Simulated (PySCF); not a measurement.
## Ho⁵⁴⁺: ionisation energy

Ho⁵⁴⁺ [Ne] 3s2 3p1 (2P) → Ho⁵⁵⁺ [Ne] 3s2 (1S), as a difference of total energies. All numbers are calculated (PySCF 2.14, scalar relativity by spin-free X2C-1e, in an uncontracted even-tempered set (17 s from 13 bohr⁻², ratio 2.5; 12 p from 17 bohr⁻², ratio 2.5; 4 d from 65 bohr⁻², ratio 2.7; 4 f from 97 bohr⁻², ratio 2.7)). Correlated levels: outer shells: 1s2 frozen; virtual orbitals above 40 to 60 times the deepest correlated orbital energy dropped. The calculations carry no spin-orbit coupling.

```csv
method,ionisation energy (eV)
UHF,5103.7
LDA,5105.3
PBE,5106.9
PBE0,5106.4
r2SCAN,5106.1
r2SCAN0,5105.9
SCS-MP2 (outer shells),5104.1
```

Task: Estimate what r2SCANh gives.

Result: 5106.0 eV, closest to r2SCAN among the rows shown.

Task: Estimate what MP2 (outer shells) gives.

Result: 5104.3 eV, closest to SCS-MP2 (outer shells) among the rows shown.

A first-order spin-orbit estimate (lowest level to lowest level, LS coupling) adds 141.8 eV.

Breit and QED terms and the two-electron picture change are absent.

First order in ζ underestimates the shift of j = l − 1/2 levels at high Z.

For comparison: 5258 ± 5 eV (theoretical estimate listed by NIST; NIST Atomic Spectra Database, ionization energies).
